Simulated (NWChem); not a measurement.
# BH$_{2}$S$_{2}$Cl; SMILES B(Cl)(S)S

```xyz
6

B      0.0001     0.0000     0.0000
Cl    -1.7618     0.0062     0.0000
S      0.7952     1.6156     0.0000
H      2.0784     1.1961     0.0000
S      0.7839    -1.6212     0.0000
H      2.0700    -1.2107     0.0000
```
Atoms are numbered in this order, from 1.

Computed with NWChem. Pople sets run with spherical d functions. STO-3G and 3-21G are far too small for this property and stand as cheap habits. Geometry: optimised at PBE0/def2-SVP. GIAO values for the isolated, static molecule; σ is the absolute isotropic shielding, δ = σ(reference) − σ with the isolated reference molecule computed at the same levels (11B: boron trifluoride, 1H: tetramethylsilane).

```
level                                 δ B1 (ppm)  σ Cl2 (ppm)  σ S3 (ppm)  δ H4 (ppm)
------------------------------------  ----------  -----------  ----------  ----------
Hartree-Fock/STO-3G                         71.6       1060.5       755.5        0.82
BHandHLYP/pcSseg-1                          52.8        781.3       513.0        2.61
LDA (Slater exchange, VWN5)/pcSseg-1        47.6        713.5       465.7        3.15
Hartree-Fock/6-31G*                         56.1        863.2       590.9        1.94
PBE/pcSseg-1                                 ___          ___         ___         ___
```

Problem. Fill in the missing entries.

Solution. 
- PBE/pcSseg-1, δ B1 (ppm): 45.7
- PBE/pcSseg-1, σ Cl2 (ppm): 729.8
- PBE/pcSseg-1, σ S3 (ppm): 477.7
- PBE/pcSseg-1, δ H4 (ppm): 2.87
